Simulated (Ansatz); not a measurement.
## Molecular dynamics of CH7BrGe

Input file:

```yaml
crystal:
  periodic: [false, false, false]
  atoms:
    - { symbol: Ge, position_ang: [0.006144, -0.254433, 0.019863] }
    - { symbol: C, position_ang: [0.035303, -0.00437, 2.276779] }
    - { symbol: H, position_ang: [-1.05681, 0.070501, 2.350411] }
    - { symbol: H, position_ang: [0.399641, -0.514665, 3.18768] }
    - { symbol: H, position_ang: [0.524669, 0.976271, 2.225699] }
    - { symbol: H, position_ang: [1.360279, -0.008634, -0.625918] }
    - { symbol: H, position_ang: [-0.763428, 1.095374, 0.058778] }
    - { symbol: H, position_ang: [-0.955053, -1.332535, -0.454684] }
    - { symbol: Br, position_ang: [1.420822, -2.605859, 0.995634] }
    - { symbol: H, position_ang: [0.547833, -0.982651, 1.702359] }
basis:
  gaussian: { orbitals: def2-SVP }
hamiltonian:
  xc: r2scan
md:
  timestep: 0.5
  n_steps: 200
  ensemble: nve
  temperature: 300.0
  initial_velocities: maxwell_boltzmann
  seed: 4314
```

Command:

```bash
$ ansatz run input.yaml --threads 4 --pin off --max-ram 5120MiB --backend cpu --events-out ev --progress --plain --runs-dir out
```

It starts at the highest image of a converged band. Of that band: Neighbouring images differ by up to 1.8 eV, so the band resolves the path poorly. A vibrational analysis at the climbing image gives one clearly imaginary mode, 572i cm⁻¹: a first-order saddle point.

Output, in part (one step line in 4, the closing report, with atoms numbered from 0):

```
md step     0: t =     0.00 fs  T =   300.0 K  F+E_penalty+E_count = -127696.49606720 eV  E_kin = 0.310224 eV  conserved = -127696.18584320 eV  (27 SCF iters)
md step     4: t =     2.00 fs  T =   212.7 K  F+E_penalty+E_count = -127696.40455898 eV  E_kin = 0.219965 eV  conserved = -127696.18459415 eV  (30 SCF iters)
md step     8: t =     4.00 fs  T =   147.0 K  F+E_penalty+E_count = -127696.33636630 eV  E_kin = 0.151968 eV  conserved = -127696.18439805 eV  (29 SCF iters)
md step    12: t =     6.00 fs  T =   153.1 K  F+E_penalty+E_count = -127696.34345500 eV  E_kin = 0.158275 eV  conserved = -127696.18517985 eV  (31 SCF iters)
md step    16: t =     8.00 fs  T =   120.8 K  F+E_penalty+E_count = -127696.30925508 eV  E_kin = 0.124934 eV  conserved = -127696.18432061 eV  (30 SCF iters)
md step    20: t =    10.00 fs  T =   156.6 K  F+E_penalty+E_count = -127696.34723389 eV  E_kin = 0.161958 eV  conserved = -127696.18527590 eV  (30 SCF iters)
md step    24: t =    12.00 fs  T =   137.5 K  F+E_penalty+E_count = -127696.32679432 eV  E_kin = 0.142192 eV  conserved = -127696.18460184 eV  (31 SCF iters)
md step    28: t =    14.00 fs  T =   157.1 K  F+E_penalty+E_count = -127696.34680953 eV  E_kin = 0.162484 eV  conserved = -127696.18432563 eV  (31 SCF iters)
md step    32: t =    16.00 fs  T =   264.5 K  F+E_penalty+E_count = -127696.45888766 eV  E_kin = 0.273533 eV  conserved = -127696.18535464 eV  (31 SCF iters)
md step    36: t =    18.00 fs  T =   282.5 K  F+E_penalty+E_count = -127696.47675126 eV  E_kin = 0.292133 eV  conserved = -127696.18461829 eV  (28 SCF iters)
md step    40: t =    20.00 fs  T =   342.2 K  F+E_penalty+E_count = -127696.53814647 eV  E_kin = 0.353821 eV  conserved = -127696.18432507 eV  (30 SCF iters)
md step    44: t =    22.00 fs  T =   501.8 K  F+E_penalty+E_count = -127696.70420061 eV  E_kin = 0.518879 eV  conserved = -127696.18532140 eV  (29 SCF iters)
md step    48: t =    24.00 fs  T =   572.7 K  F+E_penalty+E_count = -127696.77819638 eV  E_kin = 0.592210 eV  conserved = -127696.18598598 eV  (29 SCF iters)
md step    52: t =    26.00 fs  T =   506.0 K  F+E_penalty+E_count = -127696.70760913 eV  E_kin = 0.523214 eV  conserved = -127696.18439502 eV  (29 SCF iters)
md step    56: t =    28.00 fs  T =   616.5 K  F+E_penalty+E_count = -127696.82317770 eV  E_kin = 0.637561 eV  conserved = -127696.18561717 eV  (27 SCF iters)
md step    60: t =    30.00 fs  T =   726.5 K  F+E_penalty+E_count = -127696.93739636 eV  E_kin = 0.751231 eV  conserved = -127696.18616556 eV  (28 SCF iters)
md step    64: t =    32.00 fs  T =   643.3 K  F+E_penalty+E_count = -127696.85033850 eV  E_kin = 0.665183 eV  conserved = -127696.18515583 eV  (28 SCF iters)
md step    68: t =    34.00 fs  T =   605.5 K  F+E_penalty+E_count = -127696.81017111 eV  E_kin = 0.626148 eV  conserved = -127696.18402334 eV  (29 SCF iters)
md step    72: t =    36.00 fs  T =   804.6 K  F+E_penalty+E_count = -127697.01787179 eV  E_kin = 0.831996 eV  conserved = -127696.18587550 eV  (28 SCF iters)
md step    76: t =    38.00 fs  T =   884.6 K  F+E_penalty+E_count = -127697.10156073 eV  E_kin = 0.914764 eV  conserved = -127696.18679721 eV  (28 SCF iters)
md step    80: t =    40.00 fs  T =   829.1 K  F+E_penalty+E_count = -127697.04126810 eV  E_kin = 0.857330 eV  conserved = -127696.18393784 eV  (28 SCF iters)
md step    84: t =    42.00 fs  T =  1017.7 K  F+E_penalty+E_count = -127697.23961439 eV  E_kin = 1.052411 eV  conserved = -127696.18720346 eV  (29 SCF iters)
md step    88: t =    44.00 fs  T =   945.0 K  F+E_penalty+E_count = -127697.16239802 eV  E_kin = 0.977183 eV  conserved = -127696.18521534 eV  (29 SCF iters)
md step    92: t =    46.00 fs  T =   869.3 K  F+E_penalty+E_count = -127697.08305445 eV  E_kin = 0.898931 eV  conserved = -127696.18412331 eV  (29 SCF iters)
md step    96: t =    48.00 fs  T =  1038.8 K  F+E_penalty+E_count = -127697.25917569 eV  E_kin = 1.074154 eV  conserved = -127696.18502159 eV  (29 SCF iters)
md step   100: t =    50.00 fs  T =  1230.3 K  F+E_penalty+E_count = -127697.45976571 eV  E_kin = 1.272224 eV  conserved = -127696.18754160 eV  (28 SCF iters)
md step   104: t =    52.00 fs  T =  1063.8 K  F+E_penalty+E_count = -127697.28406162 eV  E_kin = 1.100033 eV  conserved = -127696.18402846 eV  (28 SCF iters)
md step   108: t =    54.00 fs  T =  1180.0 K  F+E_penalty+E_count = -127697.40593156 eV  E_kin = 1.220241 eV  conserved = -127696.18569053 eV  (28 SCF iters)
md step   112: t =    56.00 fs  T =  1371.6 K  F+E_penalty+E_count = -127697.60530568 eV  E_kin = 1.418384 eV  conserved = -127696.18692127 eV  (28 SCF iters)
md step   116: t =    58.00 fs  T =  1267.5 K  F+E_penalty+E_count = -127697.49523453 eV  E_kin = 1.310663 eV  conserved = -127696.18457106 eV  (28 SCF iters)
md step   120: t =    60.00 fs  T =  1302.2 K  F+E_penalty+E_count = -127697.53095011 eV  E_kin = 1.346539 eV  conserved = -127696.18441063 eV  (29 SCF iters)
md step   124: t =    62.00 fs  T =  1519.2 K  F+E_penalty+E_count = -127697.75728367 eV  E_kin = 1.570949 eV  conserved = -127696.18633516 eV  (28 SCF iters)
md step   128: t =    64.00 fs  T =  1517.6 K  F+E_penalty+E_count = -127697.75646081 eV  E_kin = 1.569285 eV  conserved = -127696.18717607 eV  (28 SCF iters)
md step   132: t =    66.00 fs  T =  1311.2 K  F+E_penalty+E_count = -127697.53948447 eV  E_kin = 1.355937 eV  conserved = -127696.18354750 eV  (28 SCF iters)
md step   136: t =    68.00 fs  T =  1382.9 K  F+E_penalty+E_count = -127697.61707813 eV  E_kin = 1.430050 eV  conserved = -127696.18702820 eV  (28 SCF iters)
md step   140: t =    70.00 fs  T =  1253.7 K  F+E_penalty+E_count = -127697.48130198 eV  E_kin = 1.296420 eV  conserved = -127696.18488189 eV  (28 SCF iters)
md step   144: t =    72.00 fs  T =  1177.8 K  F+E_penalty+E_count = -127697.40246098 eV  E_kin = 1.217987 eV  conserved = -127696.18447402 eV  (30 SCF iters)
md step   148: t =    74.00 fs  T =  1298.6 K  F+E_penalty+E_count = -127697.52786812 eV  E_kin = 1.342865 eV  conserved = -127696.18500340 eV  (28 SCF iters)
md step   152: t =    76.00 fs  T =  1449.1 K  F+E_penalty+E_count = -127697.68581388 eV  E_kin = 1.498523 eV  conserved = -127696.18729114 eV  (26 SCF iters)
md step   156: t =    78.00 fs  T =  1300.8 K  F+E_penalty+E_count = -127697.52918344 eV  E_kin = 1.345137 eV  conserved = -127696.18404626 eV  (28 SCF iters)
md step   160: t =    80.00 fs  T =  1388.8 K  F+E_penalty+E_count = -127697.62214556 eV  E_kin = 1.436108 eV  conserved = -127696.18603725 eV  (28 SCF iters)
md step   164: t =    82.00 fs  T =  1458.8 K  F+E_penalty+E_count = -127697.69521110 eV  E_kin = 1.508518 eV  conserved = -127696.18669267 eV  (28 SCF iters)
md step   168: t =    84.00 fs  T =  1264.5 K  F+E_penalty+E_count = -127697.49198353 eV  E_kin = 1.307644 eV  conserved = -127696.18433979 eV  (28 SCF iters)
md step   172: t =    86.00 fs  T =  1269.4 K  F+E_penalty+E_count = -127697.49668872 eV  E_kin = 1.312651 eV  conserved = -127696.18403778 eV  (28 SCF iters)
md step   176: t =    88.00 fs  T =  1527.2 K  F+E_penalty+E_count = -127697.76609476 eV  E_kin = 1.579242 eV  conserved = -127696.18685297 eV  (28 SCF iters)
md step   180: t =    90.00 fs  T =  1493.2 K  F+E_penalty+E_count = -127697.73063003 eV  E_kin = 1.544049 eV  conserved = -127696.18658147 eV  (28 SCF iters)
md step   184: t =    92.00 fs  T =  1362.1 K  F+E_penalty+E_count = -127697.59190438 eV  E_kin = 1.408561 eV  conserved = -127696.18334301 eV  (28 SCF iters)
md step   188: t =    94.00 fs  T =  1570.9 K  F+E_penalty+E_count = -127697.81222207 eV  E_kin = 1.624401 eV  conserved = -127696.18782108 eV  (28 SCF iters)
md step   192: t =    96.00 fs  T =  1419.4 K  F+E_penalty+E_count = -127697.65312256 eV  E_kin = 1.467816 eV  conserved = -127696.18530685 eV  (28 SCF iters)
md step   196: t =    98.00 fs  T =  1259.7 K  F+E_penalty+E_count = -127697.48667356 eV  E_kin = 1.302612 eV  conserved = -127696.18406116 eV  (28 SCF iters)
md step   200: t =   100.00 fs  T =  1370.1 K  F+E_penalty+E_count = -127697.60200284 eV  E_kin = 1.416780 eV  conserved = -127696.18522278 eV  (26 SCF iters)
Total energy: -127697.60201372 eV, -4692.8003174609 hartree
Atom 0 at    -0.251182     0.193829     0.034956 Å, force    -0.456738    -0.450589    -1.934336 eV/Å
Atom 1 at    -0.588658     0.881505     1.736044 Å, force    -0.229189     0.522326     3.144915 eV/Å
Atom 2 at    -1.377470     1.622978     1.931890 Å, force    -0.435549    -0.198070    -0.579199 eV/Å
Atom 3 at    -0.788108     0.037272     2.472158 Å, force     0.255836     0.735893    -0.765556 eV/Å
Atom 4 at     0.274711     1.433634     2.147334 Å, force     0.275462    -0.284489    -0.138728 eV/Å
Atom 5 at     1.277637     0.066096    -0.144776 Å, force    -0.195839     0.205100    -0.266125 eV/Å
Atom 6 at    -1.047326     0.974516    -1.139553 Å, force     0.801003    -0.488658     0.774806 eV/Å
Atom 7 at    -0.796420    -1.247066     0.078437 Å, force    -0.022313    -0.031371    -0.257824 eV/Å
Atom 8 at     1.741023    -3.150750     1.080047 Å, force     1.915346    -0.125501     0.975070 eV/Å
Atom 9 at     3.108018    -3.245033     1.763126 Å, force    -1.908019     0.115359    -0.953025 eV/Å
Dipole moment:     0.237053     0.065008     0.272406 e Å
```

The run went to its last step. The conserved energy stayed within 0.31 meV per atom of its start (net change 0.062 meV per atom), so the integration is sound. The kinetic energy rose, since the run started high on the potential surface and went downhill. It ends in pieces (BrH + CH6Ge), so much of that is their flight and rotation, not heat. A run of 0.1 ps of so small a system gives no equilibrium averages. The orbitals stay closed-shell, which can raise the energy where a bond breaks towards radicals; this wasn't checked here.

Between its relaxed ends the band would form Ge1–Br9, C2–H10 and break Ge1–C2, Br9–H10. These pairs go: Ge1–Br9 2.91 → 4.03 Å, C2–H10 1.24 → 5.54 Å, Ge1–C2 2.27 → 1.87 Å, Br9–H10 1.97 → 1.53 Å. In the last frame they stand as before the step (other bonds may differ from the relaxed reactants and products). It ends as BrH + CH6Ge. Pairs count as bonded within 1.25 times the sum of covalent radii (0.12 Å more for H–H).

Last frame:

```xyz
10
Properties=species:S:1:pos:R:3
Ge -0.251 0.194 0.035
C -0.589 0.881 1.736
H -1.377 1.623 1.932
H -0.788 0.037 2.472
H 0.275 1.434 2.147
H 1.278 0.066 -0.145
H -1.047 0.975 -1.140
H -0.796 -1.247 0.078
Br 1.741 -3.151 1.080
H 3.108 -3.245 1.763
```

Time of the run: 6.1 min on 4 threads of Arm Neoverse V2 (shared host), peak memory 0.2 GiB.
